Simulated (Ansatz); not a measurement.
Calculated with Ansatz (gas phase, PBE0-D4/def2-TZVP geometries, no zero-point term in ΔE). CCSD(T)/CBS is the MP2 limit (def2-TZVPP, def2-QZVPP) plus CCSD(T) − MP2 in def2-TZVPP, frozen cores. DFT in def2-TZVPP. B3LYP here is the variant with VWN-RPA as its local correlation; programs differ in this. def2 core potentials past Kr. For In, Se outer-core shells are correlated without core-valence functions, which leaves a few kJ/mol of doubt a bond. Scalar relativity is left out up to krypton. Each species was taken in one conformer, which may not be the lowest.

`FC[SiH2][InH2]` + `NC([SiH3])[SeH]` → `N[CH]([SiH3])[InH2]` + `FC[SiH2][SeH]`  (redistribution)

| level | ΔE (kJ/mol) | difference from CCSD(T)/CBS |
| --- | --- | --- |
| PBE-D4 | -38.6 | 8.0 |
| r2SCAN-D4 | -43.8 | 2.8 |
| PBE0-D4 | -41.4 | 5.2 |
| B3LYP-D4 | -41.4 | 5.2 |
| ωB97X-V | -40.4 | 6.2 |
| ωB97M-V | -41.2 | 5.4 |
| B2PLYP | -44.4 | 2.2 |
| PBE | -39.7 | 6.9 |
| r2SCAN | -44.0 | 2.6 |
| PBE0 | -42.3 | 4.3 |
| B3LYP | -43.3 | 3.3 |
| HF/def2-TZVPP | -48.9 | -2.3 |
| MP2/def2-TZVPP | -48.6 | -2.0 |
| SCS-MP2/def2-TZVPP | -46.6 | 0.0 |
| CCSD/def2-TZVPP | -43.1 | 3.5 |
| CCSD(T)/def2-TZVPP | -42.0 | 4.6 |
| HF/def2-QZVPP | -50.1 | -3.5 |
| MP2/def2-QZVPP | -51.6 | -5.0 |
| SCS-MP2/def2-QZVPP | -49.4 | -2.8 |
| HF/CBS(def2) | -50.3 | -3.7 |
| MP2/CBS(def2) | -53.2 | -6.6 |
| CCSD/CBS(def2) | -47.7 | -1.1 |
| CCSD(T)/CBS | -46.6 | 0 |

Largest T1 diagnostic among the species: 0.014.

CCSD(T)/CBS has its own doubt, a few kJ/mol and more with outer-core shells, so smaller differences from it don't rank the levels.
